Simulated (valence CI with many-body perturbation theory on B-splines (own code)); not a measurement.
## E1 transitions of Tm64+

Level of theory: valence CI with perturbative core correlation (CI+MBPT): three valence electrons over a frozen Dirac-Fock core [He], a basis of 11 s, 11 p, 9 d, 7 f, 5 g, 2 h, 1 i functions for each j, with the one-electron correlation potential Σ1, the two-electron term Σ2, the three-electron term Σ3, Breit, model QED; selected CI, second order for the rest (own B-spline code, finite nucleus).

No measured spectrum was set against this ion. As an estimate, large intervals hold to a few tenths of a per cent, small ones and those within an open d or f shell to about a per cent.

Lines 51 to 100 of 276 in falling wavelength, among levels below 89392 × 10³ cm⁻¹, chosen from the strongest by gf and those to the six lowest levels. Wavelengths and rates use the calculated energies. Electric multipoles are in the length gauge, E1 and E2 with the static RPA response of the core. Weak lines are less certain than strong ones. Lines between different terms over intervals too small for the method are left out, as are lines whose strength nearly cancels. The highest levels of a list are the least certain.

Levels are named by their leading jj configuration (3d3/2^4 stands for four electrons in 3d with j = 3/2), which in mixed levels can hold well under half, so a name can repeat and another be missing. Letters in brackets count levels of one name in rising energy.

| λ vac (nm) | Upper | Lower | A (s⁻¹) | S (a.u.) |
| --- | --- | --- | --- | --- |
| 3.136 | (2s^2 3p3/2) J=3/2 | (2s^2 3s) J=1/2 | 7.39e+11 | 4.50e-02 |
| 3.124 | (2p1/2 2p3/2 3p3/2) J=5/2 [b] | (2p1/2 2p3/2 3s) J=3/2 [b] | 3.29e+11 | 2.97e-02 |
| 3.110 | (2s 2p1/2 3p3/2) J=5/2 | (2s 2p1/2 3s) J=3/2 | 6.81e+11 | 6.06e-02 |
| 3.093 | (2s 2p3/2 3p3/2) J=3/2 [b] | (2s 2p3/2 3s) J=1/2 | 4.46e+11 | 2.61e-02 |
| 3.090 | (2s 2p1/2 3p3/2) J=3/2 [b] | (2s 2p1/2 3s) J=3/2 | 3.61e+11 | 2.10e-02 |
| 3.064 | (2s 2p3/2 3p3/2) J=1/2 [b] | (2s 2p3/2 3s) J=1/2 | 6.31e+11 | 1.79e-02 |
| 3.059 | (2p1/2 2p3/2 3p3/2) J=5/2 [b] | (2p1/2 2p3/2 3s) J=5/2 | 3.54e+11 | 3.00e-02 |
| 3.007 | (2s 2p3/2 3p3/2) J=5/2 [a] | (2s 2p3/2 3s) J=5/2 | 4.62e+11 | 3.72e-02 |
| 2.975 | (2p1/2 2p3/2 3p3/2) J=1/2 [b] | (2p1/2 2p3/2 3s) J=3/2 [b] | 7.06e+11 | 1.83e-02 |
| 1.505 | (2s^2 2p3/2) J=3/2 | (2s 2p1/2^2) J=1/2 | 1.57e+10 | 1.05e-04 |
| 1.005 | (2s 2p1/2 2p3/2) J=3/2 [a] | (2s^2 2p1/2) J=1/2 | 4.63e+10 | 9.28e-05 |
| 0.9907 | (2s 2p3/2^2) J=5/2 | (2s^2 2p3/2) J=3/2 | 1.33e+12 | 3.82e-03 |
| 0.9740 | (2p1/2 2p3/2^2) J=3/2 | (2s 2p1/2 2p3/2) J=1/2 | 3.40e+12 | 6.20e-03 |
| 0.9586 | (2p1/2 2p3/2^2) J=5/2 | (2s 2p1/2 2p3/2) J=3/2 [b] | 4.13e+12 | 1.08e-02 |
| 0.9582 | (2p1/2 2p3/2 3d3/2) J=5/2 [a] | (2s 2p1/2 3d3/2) J=5/2 | 2.16e+12 | 5.63e-03 |
| 0.9553 | (2p1/2 2p3/2 3d5/2) J=9/2 | (2s 2p1/2 3d5/2) J=7/2 | 3.53e+12 | 1.52e-02 |
| 0.9552 | (2p1/2 2p3/2 3s) J=3/2 [b] | (2s 2p1/2 3s) J=1/2 [b] | 3.29e+12 | 5.65e-03 |
| 0.9547 | (2p1/2 2p3/2 3p3/2) J=7/2 | (2s 2p1/2 3p3/2) J=5/2 | 3.99e+12 | 1.37e-02 |
| 0.9539 | (2p3/2^3) J=3/2 | (2s 2p3/2^2) J=3/2 | 8.92e+12 | 1.53e-02 |
| 0.9498 | (2s 2p3/2 3d5/2) J=7/2 [b] | (2s^2 3d5/2) J=5/2 | 5.04e+12 | 1.71e-02 |
| 0.9498 | (2s 2p3/2 3d3/2) J=3/2 [b] | (2s^2 3d3/2) J=3/2 | 4.21e+12 | 7.12e-03 |
| 0.9483 | (2p1/2 2p3/2 3d5/2) J=7/2 [a] | (2s 2p1/2 3d5/2) J=5/2 [a] | 3.14e+12 | 1.06e-02 |
| 0.9481 | (2s 2p3/2 3p3/2) J=5/2 [b] | (2s^2 3p3/2) J=3/2 | 5.57e+12 | 1.41e-02 |
| 0.9481 | (2p1/2 2p3/2 3d3/2) J=5/2 [b] | (2s 2p1/2 3d3/2) J=3/2 [b] | 3.54e+12 | 8.94e-03 |
| 0.9467 | (2p1/2 2p3/2 3d3/2) J=7/2 | (2s 2p1/2 3d3/2) J=5/2 | 3.54e+12 | 1.19e-02 |
| 0.9461 | (2p1/2 2p3/2 3p1/2) J=5/2 | (2s 2p1/2 3p1/2) J=3/2 | 4.02e+12 | 1.01e-02 |
| 0.9454 | (2p1/2 2p3/2 3p3/2) J=5/2 [a] | (2s 2p1/2 3p3/2) J=3/2 [a] | 2.60e+12 | 6.51e-03 |
| 0.9451 | (2p1/2 2p3/2 3p1/2) J=3/2 [b] | (2s 2p1/2 3p1/2) J=1/2 [b] | 4.11e+12 | 6.86e-03 |
| 0.9448 | (2p1/2 2p3/2 3d5/2) J=7/2 [b] | (2s 2p1/2 3d5/2) J=5/2 [b] | 1.93e+12 | 6.42e-03 |
| 0.9420 | (2s 2p3/2 3d3/2) J=5/2 [b] | (2s^2 3d3/2) J=3/2 | 3.94e+12 | 9.75e-03 |
| 0.9409 | (2p1/2 2p3/2 3s) J=5/2 | (2s 2p1/2 3s) J=3/2 | 3.95e+12 | 9.75e-03 |
| 0.9401 | (2s 2p3/2 3p1/2) J=1/2 | (2s^2 3p1/2) J=1/2 | 6.10e+12 | 5.00e-03 |
| 0.9399 | (2s 2p3/2 3s) J=1/2 | (2s^2 3s) J=1/2 | 6.06e+12 | 4.96e-03 |
| 0.9391 | (2s 2p3/2 3p1/2) J=3/2 [b] | (2s^2 3p1/2) J=1/2 | 5.76e+12 | 9.42e-03 |
| 0.9384 | (2s 2p3/2 3d5/2) J=5/2 [b] | (2s^2 3d5/2) J=5/2 | 5.07e+12 | 1.24e-02 |
| 0.9380 | (2p1/2 2p3/2 3p3/2) J=5/2 [b] | (2s 2p1/2 3p3/2) J=3/2 [b] | 2.04e+12 | 4.99e-03 |
| 0.9379 | (2p1/2 2p3/2 3d3/2) J=3/2 [a] | (2s 2p1/2 3d3/2) J=3/2 [a] | 3.43e+12 | 5.58e-03 |
| 0.9371 | (2p1/2 2p3/2 3d3/2) J=5/2 [a] | (2s 2p1/2 3d3/2) J=3/2 [a] | 1.92e+12 | 4.68e-03 |
| 0.9366 | (2p1/2 2p3/2 3d5/2) J=7/2 [b] | (2s 2p1/2 3d5/2) J=7/2 | 2.09e+12 | 6.78e-03 |
| 0.9362 | (2p1/2 2p3/2 3p3/2) J=5/2 [b] | (2s 2p1/2 3p3/2) J=5/2 | 1.83e+12 | 4.44e-03 |
| 0.9361 | (2s 2p3/2 3d3/2) J=1/2 [b] | (2s^2 3d3/2) J=3/2 | 5.86e+12 | 4.74e-03 |
| 0.9359 | (2s 2p3/2 3p3/2) J=3/2 [b] | (2s^2 3p3/2) J=3/2 | 5.73e+12 | 9.28e-03 |
| 0.9357 | (2s 2p3/2 3s) J=3/2 [b] | (2s^2 3s) J=1/2 | 5.69e+12 | 9.20e-03 |
| 0.9357 | (2s 2p3/2 3d5/2) J=3/2 [b] | (2s^2 3d5/2) J=5/2 | 5.91e+12 | 9.56e-03 |
| 0.9346 | (2p1/2 2p3/2 3s) J=3/2 [a] | (2s 2p1/2 3s) J=1/2 [a] | 3.40e+12 | 5.48e-03 |
| 0.9333 | (2s 2p3/2 3p3/2) J=1/2 [b] | (2s^2 3p3/2) J=3/2 | 5.63e+12 | 4.51e-03 |
| 0.9263 | (2s 2p1/2 2p3/2) J=1/2 | (2s^2 2p1/2) J=1/2 | 6.59e+12 | 5.17e-03 |
| 0.9260 | (2p1/2 2p3/2^2) J=3/2 | (2s 2p1/2 2p3/2) J=5/2 | 5.19e+11 | 8.14e-04 |
| 0.9249 | (2s 2p1/2 2p3/2) J=3/2 [b] | (2s^2 2p1/2) J=1/2 | 5.90e+12 | 9.21e-03 |
| 0.9213 | (2p1/2 2p3/2^2) J=1/2 | (2s 2p1/2 2p3/2) J=3/2 [b] | 6.77e+12 | 5.22e-03 |
